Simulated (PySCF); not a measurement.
PySCF 2.14 output of an unrestricted B2PLYP calculation on a single atom or ion in aug-cc-pwCVDZ-PP with ECP10MDF, with scalar relativity through the core potential:

```
SCF conv_tol = 1e-09
number electrons alpha = 11  beta = 8
    A. D. Becke.,  Phys. Rev. A 38, 3098 (1988)
    C. Lee, W. Yang, and R. G. Parr.,  Phys. Rev. B 37, 785 (1988)
    B. Miehlich, A. Savin, H. Stoll, and H. Preuss.,  Chem. Phys. Lett. 157, 200 (1989)
cycle= 1 E= -196.738728170917  delta_E= -0.00885  |g|= 0.0542  |ddm|= 0.266
cycle= 2 E= -196.738563661296  delta_E= 0.000165  |g|= 0.0777  |ddm|= 0.144
cycle= 3 E= -196.739353837453  delta_E= -0.00079  |g|= 0.00248  |ddm|= 0.0741
cycle= 4 E= -196.73935983647  delta_E= -6e-06  |g|= 0.0016  |ddm|= 0.0171
cycle= 5 E= -196.739360383606  delta_E= -5.47e-07  |g|= 4.59e-05  |ddm|= 0.00442
cycle= 6 E= -196.739360384973  delta_E= -1.37e-09  |g|= 7.76e-06  |ddm|= 0.000317
cycle= 7 E= -196.739360385012  delta_E= -3.91e-11  |g|= 9.85e-07  |ddm|= 3.2e-05
converged SCF energy = -196.739360385012  <S^2> = 3.750671  2S+1 = 4.0003355
```

The run itself started from symmetry-adapted Hartree-Fock orbitals and held the occupation by maximum overlap, on a logarithmic radial grid, so the iterations belong to that start.

Which element, charge and spin multiplicity is this?

Cu (copper, neutral), multiplicity 4; the state was [Ar] 3d9 4s1 4p1, one real determinant (an excited configuration). The SCF energy lacks the PT2 part of the double hybrid.

⟨L²⟩ = 8.03 against 12 for a pure F term, so this real determinant mixes terms. Energies and moments cover only the electrons outside the core potential.
